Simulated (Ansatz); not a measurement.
Start from `[PH2][GeH2][SH]` and change one atom or group to get `[CH3][GeH2][SH]`.

Ansatz, PBE0-D4/def2-TZVP geometries, multiplicity 1. Each molecule was computed in one conformer, which needn't be the lowest.

Scalar relativity is left out up to krypton.

```csv
property,`[PH2][GeH2][SH]`
HOMO–LUMO gap (ωB97M-V/def2-TZVPP) / eV,10.47
zero-point energy (PBE0-D4/def2-TZVP) / kJ/mol,112.7
HOMO–LUMO gap (PBE/def2-TZVPP) / eV,4.52
HOMO–LUMO gap (B3LYP/def2-TZVPP) / eV,6.05
size of the dipole moment (ωB97M-V/def2-TZVPP) / D,0.90
LUMO energy (ωB97M-V/def2-TZVPP) / eV,1.31
```

Q: Give the same properties after the change, and the shifts. (An estimate is asked.)

A: Computed: 
| property | `[CH3][GeH2][SH]` | shift |
| --- | --- | --- |
| HOMO–LUMO gap (ωB97M-V/def2-TZVPP) / eV | 11.39 | 0.92 |
| zero-point energy (PBE0-D4/def2-TZVP) / kJ/mol | 161.9 | 49.2 |
| HOMO–LUMO gap (PBE/def2-TZVPP) / eV | 5.24 | 0.72 |
| HOMO–LUMO gap (B3LYP/def2-TZVPP) / eV | 6.86 | 0.81 |
| size of the dipole moment (ωB97M-V/def2-TZVPP) / D | 1.40 | 0.50 |
| LUMO energy (ωB97M-V/def2-TZVPP) / eV | 2.04 | 0.73 |

The zero-point energy changes by 49.2 kJ/mol with +3 modes. Dipoles are sizes alone; their direction can turn.

B3LYP here is the variant with VWN-RPA as its local correlation; programs differ in this.
